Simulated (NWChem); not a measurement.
DMF (C$_{3}$H$_{7}$NO); SMILES N(C=O)(C)C

```xyz
12

C      0.7833    -1.5830     0.0000
N      0.0254    -0.3483     0.0000
C     -1.4245    -0.4378     0.0000
C      0.6356     0.8746     0.0000
O      0.0669     1.9537     0.0000
H      1.8536    -1.3571     0.0000
H      0.5559    -2.1867     0.8892
H      0.5559    -2.1867    -0.8892
H     -1.8230     0.5774     0.0000
H     -1.7809    -0.9719    -0.8906
H     -1.7809    -0.9719     0.8906
H      1.7399     0.7826     0.0000
```
Atoms are numbered in this order, from 1.

Computed with NWChem. Pople sets run with spherical d functions. Structure relaxed at the B3LYP/6-31G* (spherical d) level.

Task: Order these runs by computing time, cheapest first, and give rough ratios: B3LYP/6-31+G*; B3LYP/6-311++G**; B3LYP/STO-3G.

Result: B3LYP/STO-3G (1), B3LYP/6-31+G* (4), B3LYP/6-311++G** (10). Ratios are rough, from one shared machine; the cheapest took about 3.0 core-seconds (a rough figure). What differs between the cheapest and the dearest: highest occupied level (eV) -3.63 → -6.96; orbital gap (eV) 7.50 → 6.48; dipole (D) 2.74 → 4.20.
